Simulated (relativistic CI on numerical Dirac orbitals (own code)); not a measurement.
**Cr⁴⁺ (3d2) in a crystal field**

Calculated by Dirac-Coulomb-Breit CI, orbitals from a KLI potential per configuration, model QED, valence Slater integrals scaled by 0.9, one configuration in a parametric crystal field (own radial code). With so little scaling, terms lie 10 to 35 % too far apart, which can change the order of excited levels.

Field parameters in Wybourne normalisation: Oh B⁴₀ = 21Dq, B⁴₄ = √(5/14) B⁴₀. The field is a parameter set, without covalency.

S is read from ⟨S²⟩ = S(S + 1).

Powder χT (cm³ K mol⁻¹) by Van Vleck's formula, with temperature-independent terms:

| Field | 2 K | 5 K | 10 K | 20 K | 50 K | 100 K | 200 K | 300 K |
| --- | --- | --- | --- | --- | --- | --- | --- | --- |
| Oh, 10Dq = 5000 cm⁻¹ | 0.00442 | 0.011 | 0.0222 | 0.0465 | 0.123 | 0.24 | 0.463 | 0.66 |
| Oh, 10Dq = 9000 cm⁻¹ | 0.00748 | 0.0187 | 0.0376 | 0.0713 | 0.148 | 0.264 | 0.486 | 0.678 |
| Oh, 10Dq = 13000 cm⁻¹ | 0.0113 | 0.0283 | 0.0539 | 0.0893 | 0.164 | 0.28 | 0.501 | 0.69 |
| Oh, 10Dq = 17000 cm⁻¹ | 0.0158 | 0.0391 | 0.0687 | 0.103 | 0.177 | 0.292 | 0.513 | 0.699 |
| Oh, 10Dq = 21000 cm⁻¹ | 0.0209 | 0.0504 | 0.0814 | 0.114 | 0.187 | 0.302 | 0.523 | 0.707 |
| Oh, 10Dq = 25000 cm⁻¹ | 0.0263 | 0.0612 | 0.0922 | 0.124 | 0.196 | 0.312 | 0.532 | 0.713 |
| Oh, 10Dq = 29000 cm⁻¹ | 0.032 | 0.0711 | 0.101 | 0.132 | 0.204 | 0.32 | 0.54 | 0.719 |
| Oh, 10Dq = 33000 cm⁻¹ | 0.0377 | 0.08 | 0.109 | 0.139 | 0.21 | 0.327 | 0.547 | 0.724 |

For Oh, 10Dq = 13000 cm⁻¹: what effective moment follows at 300 K?

μ_eff = √(8χT) = 2.35 μB. The ground level has S = 1.00; the spin-only moment for S = 1 is 2.83 μB. The difference comes from the orbital moment, spin-orbit mixing of terms and temperature-independent paramagnetism, all larger in this ionic model than in covalent complexes.
